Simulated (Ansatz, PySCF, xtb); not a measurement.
Process, species as SMILES: CCB(N)CC [[amino(ethyl)boranyl]ethane] + 2 B (BH3) + 2 C (CH4) -> 2 BC (CH5B) [methylborane] + BN (BNH4) + 2 CC (C2H6) [ethane]
Each molecule is optimised on its own at B3LYP-D3(BJ)/def2-TZVP (Ansatz, a program for electronic structure), one conformer each, not searched for the lowest. Frequencies are from Ansatz or PySCF.

Wanted: bond separation energy (enthalpy at 298 K, with B3LYP-D3(BJ) rigid-rotor harmonic-oscillator terms), in kcal/mol. Correlated levels leave the core frozen unless marked. No spin-orbit coupling. Non-relativistic. CBS(X,Y): correlation extrapolated as X^-3; Hartree-Fock from the larger set. The bracket is a focal-point correction in the basis named.

| level | program | bond separation energy (kcal/mol) |
|---|---|---|
| GFN1-xTB | xtb | -3.4 |
| RI-HF/cc-pVQZ | Ansatz | -7.8 |
| revPBE-D4/def2-TZVPD | Ansatz + dftd4 | -5.8 |
| PBE0/def2-TZVPD | Ansatz | -9.5 |

Task: What does RI-MP2/CBS(cc-pVTZ,cc-pVQZ)+[CCSD(T)-MP2]/cc-pVTZ (Ansatz) give?

Result: -4.5 kcal/mol, so PBE0/def2-TZVPD differs from it by -5.0 kcal/mol.
